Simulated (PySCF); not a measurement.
Point-charge models of `C=C(C)[SiH2][Si@H]([SiH3])P` against its computed dipole.

Coordinates (GFN2-xTB, Å) and charges (e) from the PBE0/pcSseg-1 density (PySCF):

```json
{"atom": "C1", "x": "1.592", "y": "-1.296", "z": "0.648", "Mulliken": "-0.0932", "IAO": "-0.3030", "Hirshfeld": "-0.1009", "ESP-fitted": "-0.5670"}
{"atom": "C2", "x": "1.810", "y": "-0.147", "z": "0.023", "Mulliken": "-0.5925", "IAO": "-0.2248", "Hirshfeld": "-0.0772", "ESP-fitted": "+0.2976"}
{"atom": "C3", "x": "3.157", "y": "0.188", "z": "-0.536", "Mulliken": "-0.1808", "IAO": "-0.4181", "Hirshfeld": "-0.1172", "ESP-fitted": "-0.5134"}
{"atom": "Si4", "x": "0.460", "y": "1.160", "z": "-0.207", "Mulliken": "+0.5044", "IAO": "+0.4563", "Hirshfeld": "+0.2329", "ESP-fitted": "-0.1443"}
{"atom": "Si5", "x": "-1.625", "y": "0.301", "z": "0.417", "Mulliken": "-0.2518", "IAO": "+0.1041", "Hirshfeld": "+0.1243", "ESP-fitted": "+0.3280"}
{"atom": "Si6", "x": "-2.349", "y": "-1.706", "z": "-0.537", "Mulliken": "+0.2621", "IAO": "+0.3070", "Hirshfeld": "+0.2150", "ESP-fitted": "+0.0914"}
{"atom": "P7", "x": "-3.255", "y": "1.809", "z": "0.048", "Mulliken": "-0.1645", "IAO": "-0.0675", "Hirshfeld": "-0.0219", "ESP-fitted": "-0.3986"}
{"atom": "H8", "x": "0.627", "y": "-1.552", "z": "1.058", "Mulliken": "+0.1338", "IAO": "+0.1337", "Hirshfeld": "+0.0347", "ESP-fitted": "+0.1789"}
{"atom": "H9", "x": "2.370", "y": "-2.033", "z": "0.782", "Mulliken": "+0.1078", "IAO": "+0.1435", "Hirshfeld": "+0.0452", "ESP-fitted": "+0.2130"}
{"atom": "H10", "x": "3.533", "y": "1.103", "z": "-0.081", "Mulliken": "+0.1292", "IAO": "+0.1504", "Hirshfeld": "+0.0461", "ESP-fitted": "+0.1591"}
{"atom": "H11", "x": "3.875", "y": "-0.612", "z": "-0.361", "Mulliken": "+0.1130", "IAO": "+0.1436", "Hirshfeld": "+0.0457", "ESP-fitted": "+0.1362"}
{"atom": "H12", "x": "3.083", "y": "0.365", "z": "-1.607", "Mulliken": "+0.1287", "IAO": "+0.1511", "Hirshfeld": "+0.0455", "ESP-fitted": "+0.1546"}
{"atom": "H13", "x": "0.487", "y": "1.570", "z": "-1.625", "Mulliken": "-0.0629", "IAO": "-0.1097", "Hirshfeld": "-0.0808", "ESP-fitted": "-0.0152"}
{"atom": "H14", "x": "0.892", "y": "2.364", "z": "0.529", "Mulliken": "-0.0498", "IAO": "-0.1007", "Hirshfeld": "-0.0745", "ESP-fitted": "-0.0002"}
{"atom": "H15", "x": "-1.689", "y": "0.201", "z": "1.893", "Mulliken": "+0.0427", "IAO": "-0.0744", "Hirshfeld": "-0.0766", "ESP-fitted": "-0.0714"}
{"atom": "H16", "x": "-3.358", "y": "-1.517", "z": "-1.582", "Mulliken": "-0.0509", "IAO": "-0.0925", "Hirshfeld": "-0.0704", "ESP-fitted": "-0.0193"}
{"atom": "H17", "x": "-1.212", "y": "-2.393", "z": "-1.159", "Mulliken": "-0.0487", "IAO": "-0.0957", "Hirshfeld": "-0.0761", "ESP-fitted": "-0.0514"}
{"atom": "H18", "x": "-2.914", "y": "-2.641", "z": "0.438", "Mulliken": "-0.0454", "IAO": "-0.0892", "Hirshfeld": "-0.0696", "ESP-fitted": "-0.0446"}
{"atom": "H19", "x": "-3.002", "y": "1.929", "z": "-1.303", "Mulliken": "+0.0559", "IAO": "-0.0093", "Hirshfeld": "-0.0142", "ESP-fitted": "+0.1173"}
{"atom": "H20", "x": "-2.488", "y": "2.917", "z": "0.340", "Mulliken": "+0.0630", "IAO": "-0.0049", "Hirshfeld": "-0.0100", "ESP-fitted": "+0.1493"}
```

Compute μ = Σ q r for each scheme (1 e·Å = 4.803 D) and compare with the dipole of the full density.

The full density gives (1.62, -0.12, -0.40) D, 1.67 D in size; dipole vectors point from the negative to the positive end.

```csv
scheme,μx,μy,μz,size (D),share of the full size (%),angle to the full dipole (°)
Mulliken,1.40,0.14,-0.70,1.57,94,16
IAO,0.08,0.21,-0.18,0.29,17,68
Hirshfeld,0.16,0.06,-0.04,0.17,10,25
ESP-fitted,1.58,-0.10,-0.41,1.63,98,1
```

Which set comes closest?

Length of the difference vector: ESP-fitted 0.05 D, Mulliken 0.45 D, Hirshfeld 1.52 D, IAO 1.59 D. Closest: ESP-fitted. The schemes that divide the density aren't constrained to reproduce the dipole.

What is left for the Hirshfeld atoms' own dipoles?

The shares of the density sum to the whole, so what Σ q r misses lies in dipoles about the nuclei. The atomic dipoles sum to (1.62, -0.12, -0.40) − (0.16, 0.06, -0.04) = (1.46, -0.18, -0.36) D, 1.52 D in size.

With the origin at the mean of the coordinates, (0.000, 0.001, -0.141) Å, which are the largest single terms, by size, of the IAO dipole along the direction of the full one?

C3 -6.30, Si6 -3.02, H11 +2.65, H12 +2.40, H10 +2.40 D; all 20 atoms together +0.11 D. The single terms depend on the origin, their sum doesn't.

Give the size of the full dipole in other units.

1.67 D = 0.658 au = 0.348 e·Å = 5.58 × 10⁻³⁰ C·m.

Isolated species at its GFN2-xTB geometry (one conformer only). GFN2-xTB frequencies show an imaginary mode (31i cm⁻¹), so this geometry is no minimum at that level.

These values come from a run that also computed NMR shieldings. Time: 37 s of wall time; peak memory 0.96 GiB. Hardware: an Arm Neoverse V1 with one thread, shared host.

Conformer computed: `[CH2:1]=[C:2]([CH3:3])[SiH2:4][Si@H:5]([SiH3:6])[PH2:7]`: C1–C2–Si4–Si5 -10°, C2–Si4–Si5–Si6 -53°, H–P7–Si5–Si4 58°, H–P7–Si5–Si4 -34°.
